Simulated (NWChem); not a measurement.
Everything below was run with NWChem. System: arsine (H$_{3}$As), charge 0, spin multiplicity 1, at a geometry optimised with PBE/def2-SVP. Level: CCSD(T)/def2-TZVP, 9 core orbitals frozen.

Job file:

```
start mol
memory heap 100 mb stack 700 mb global 1900 mb
geometry units angstroms nocenter noautoz
  As     0.001045     0.072646     0.000000
  H     -0.646503    -0.789985     1.099992
  H     -0.646503    -0.789985    -1.099992
  H      1.258535    -0.817363     0.000000
  symmetry group Cs
end
basis spherical
  * library def2-tzvp
end
scf
  rhf
  nopen 0
  maxiter 100
  thresh 1e-7
  semidirect memsize 60000000 filesize 0
end
ccsd
  freeze core 9
  maxiter 60
end
task ccsd(t) energy
```

Output (cleaned and shortened):

```
             Northwest Computational Chemistry Package (NWChem) 7.3.0
             --------------------------------------------------------

                                NWChem Input Module
                                -------------------

 Scaling coordinates for geometry "geometry" by  1.889725989
 (inverse scale =  0.529177249)

 Turning off AUTOSYM since
 SYMMETRY directive was detected!

                             Geometry "geometry" -> ""
                             -------------------------

 Output coordinates in angstroms (scale by  1.889725989 to convert to a.u.)

  No.       Tag          Charge          X              Y              Z
 ---- ---------------- ---------- -------------- -------------- --------------
    1 As                  33.0000     0.00104500     0.07264600     0.00000000
    2 H                    1.0000    -0.64650300    -0.78998500     1.09999200
    3 H                    1.0000    -0.64650300    -0.78998500    -1.09999200
    4 H                    1.0000     1.25853500    -0.81736300     0.00000000

 Effective nuclear repulsion energy (a.u.)      34.7270960478

            Nuclear Dipole moment (a.u.)
            ----------------------------
        X                 Y               Z
 ---------------- ---------------- ----------------
     0.0000264562    -0.0000283459     0.0000000000

      Symmetry information
      --------------------

 Group name             Cs
 Group number              2
 Group order               2
 No. of unique centers     3

      Symmetry unique atoms

     1    2    4


 Summary of "ao basis" -> "" (spherical)
 ------------------------------------------------------------------------------
       Tag                 Description            Shells   Functions and Types
 ---------------- ------------------------------  ------  ---------------------
 *                         def2-tzvp                  on all atoms

 Summary of "ao basis" -> "ao basis" (spherical)
 ------------------------------------------------------------------------------
       Tag                 Description            Shells   Functions and Types
 ---------------- ------------------------------  ------  ---------------------
 As                        def2-tzvp                16       48   6s5p4d1f
 H                         def2-tzvp                 4        6   3s1p

                                 NWChem SCF Module
                                 -----------------

  ao basis        = "ao basis"
  functions       =    66
  atoms           =     4
  closed shells   =    18
  open shells     =     0
  charge          =   0.00
  wavefunction    = RHF
  use symmetry    = T
  symmetry adapt  = T

 Summary of "ao basis" -> "ao basis" (spherical)
 ------------------------------------------------------------------------------
       Tag                 Description            Shells   Functions and Types
 ---------------- ------------------------------  ------  ---------------------
 As                        def2-tzvp                16       48   6s5p4d1f
 H                         def2-tzvp                 4        6   3s1p

      Symmetry analysis of basis
      --------------------------

        a'         43
        a"         23

 Forming initial guess at       0.0s

      Superposition of Atomic Density Guess
      -------------------------------------

 Sum of atomic energies:       -2235.63673175

      Non-variational initial energy
      ------------------------------

 Total energy =   -2235.797882
[...]
 total number of virtual orbitals        48
 number of virtuals per integral pass    48
 number of integral evaluations           1
 number of occupied per triples pass      9
 number of triples passes                 1

 commencing integral evaluation        1 at          19.53
  symmetry use  T
task         2 out of       406 done   0%  at       0.0 secs
task        21 out of       406 done   5%  at       0.5 secs
task        41 out of       406 done  10%  at       0.7 secs
task        61 out of       406 done  15%  at       0.8 secs
task        90 out of       406 done  22%  at       0.9 secs
task       102 out of       406 done  25%  at       0.9 secs
task       122 out of       406 done  30%  at       1.0 secs
task       143 out of       406 done  35%  at       1.1 secs
task       163 out of       406 done  40%  at       1.2 secs
task       183 out of       406 done  45%  at       1.3 secs
task       205 out of       406 done  50%  at       1.3 secs
task       225 out of       406 done  55%  at       1.3 secs
task       244 out of       406 done  60%  at       1.3 secs
task       264 out of       406 done  65%  at       1.4 secs
task       285 out of       406 done  70%  at       1.4 secs
task       305 out of       406 done  75%  at       1.4 secs
task       325 out of       406 done  80%  at       1.5 secs
task       348 out of       406 done  85%  at       1.5 secs
task       366 out of       406 done  90%  at       1.6 secs
task       386 out of       406 done  95%  at       1.6 secs
task       406 out of       406 done 100%  at       1.6 secs
 commencing triples evaluation - blocking       1
 ccsd(t): done        1 out of       48 progress:    2.1%
 ccsd(t): done        2 out of       48 progress:    4.2%
 ccsd(t): done        3 out of       48 progress:    6.2%
 ccsd(t): done        4 out of       48 progress:    8.3%
 ccsd(t): done        5 out of       48 progress:   10.4%
 ccsd(t): done        6 out of       48 progress:   12.5%
 ccsd(t): done        7 out of       48 progress:   14.6%
 ccsd(t): done        8 out of       48 progress:   16.7%
 ccsd(t): done        9 out of       48 progress:   18.8%
 ccsd(t): done       10 out of       48 progress:   20.8%
 ccsd(t): done       11 out of       48 progress:   22.9%
 ccsd(t): done       12 out of       48 progress:   25.0%
 ccsd(t): done       13 out of       48 progress:   27.1%
 ccsd(t): done       14 out of       48 progress:   29.2%
 ccsd(t): done       15 out of       48 progress:   31.2%
 ccsd(t): done       16 out of       48 progress:   33.3%
 ccsd(t): done       17 out of       48 progress:   35.4%
 ccsd(t): done       18 out of       48 progress:   37.5%
 ccsd(t): done       19 out of       48 progress:   39.6%
 ccsd(t): done       20 out of       48 progress:   41.7%
 ccsd(t): done       21 out of       48 progress:   43.8%
 ccsd(t): done       22 out of       48 progress:   45.8%
 ccsd(t): done       23 out of       48 progress:   47.9%
 ccsd(t): done       24 out of       48 progress:   50.0%
 ccsd(t): done       25 out of       48 progress:   52.1%
 ccsd(t): done       26 out of       48 progress:   54.2%
 ccsd(t): done       27 out of       48 progress:   56.2%
 ccsd(t): done       28 out of       48 progress:   58.3%
 ccsd(t): done       29 out of       48 progress:   60.4%
 ccsd(t): done       30 out of       48 progress:   62.5%
 ccsd(t): done       31 out of       48 progress:   64.6%
 ccsd(t): done       32 out of       48 progress:   66.7%
 ccsd(t): done       33 out of       48 progress:   68.8%
 ccsd(t): done       34 out of       48 progress:   70.8%
 ccsd(t): done       35 out of       48 progress:   72.9%
 ccsd(t): done       36 out of       48 progress:   75.0%
 ccsd(t): done       37 out of       48 progress:   77.1%
 ccsd(t): done       38 out of       48 progress:   79.2%
 ccsd(t): done       39 out of       48 progress:   81.2%
 ccsd(t): done       40 out of       48 progress:   83.3%
 ccsd(t): done       41 out of       48 progress:   85.4%
 ccsd(t): done       42 out of       48 progress:   87.5%
 ccsd(t): done       43 out of       48 progress:   89.6%
 ccsd(t): done       44 out of       48 progress:   91.7%
 ccsd(t): done       45 out of       48 progress:   93.8%
 ccsd(t): done       46 out of       48 progress:   95.8%
 ccsd(t): done       47 out of       48 progress:   97.9%
 ccsd(t): done       48 out of       48 progress:  100.0%
 Time for integral evaluation pass     1        1.65
 Time for triples evaluation pass      1        0.83

 pseudo-e(mp4)  -0.99948956633954E-02
 pseudo-e(mp5)   0.67684322975776E-03
        e(t)    -0.93180524336376E-02

 --------------
 CCSD(T) Energy
 --------------
 Reference energy:                   -2235.929501852527210

 CCSD corr. energy:                     -0.296190031579677
 T(CCSD) corr. energy:                  -0.009994895663395
 Total CCSD+T(CCSD) energy:          -2236.235686779770276

 CCSD corr. energy:                     -0.296190031579677
 (T) corr. energy:                      -0.009318052433638
 Total CCSD(T) energy:               -2236.235009936540337

 routine      calls  cpu(0)   cpu-min  cpu-ave  cpu-max   i/o
 aoccsd          1     0.00     0.00     0.00     0.00    0.00
 iterdrv         1     0.01     0.01     0.01     0.01    0.00
 pampt          11     0.02     0.02     0.02     0.02    0.00
 t2pm           11     0.05     0.05     0.05     0.05    0.00
 sxy            11     0.14     0.14     0.14     0.14    0.00
 ints      1813196    15.19    15.19    15.19    15.19    0.00
 t2eri        4466     1.87     1.87     1.87     1.87    0.00
 idx2         4466     0.24     0.24     0.24     0.24    0.00
 idx34          11     0.02     0.02     0.02     0.02    0.00
 ht2pm          11     0.06     0.06     0.06     0.06    0.00
 itm            11     0.26     0.26     0.26     0.26    0.00
 pdiis          11     0.01     0.01     0.01     0.01    0.00
 triples         1     0.00     0.00     0.00     0.00    0.00
 rdtrpo          1     0.00     0.00     0.00     0.00    0.00
 trpmos          1     1.65     1.65     1.65     1.65    0.00
 trpdrv          1     0.12     0.12     0.12     0.12    0.00
 dovvv       38880     0.31     0.31     0.31     0.31    0.00
 doooo       38880     0.07     0.07     0.07     0.07    0.00
 tengy       34992     0.31     0.31     0.31     0.31    0.00
 Total                20.33    20.33    20.33    20.33    0.00

 Task  times  cpu:       22.6s     wall:       22.6s

 Total times  cpu:       22.7s     wall:       22.7s
```
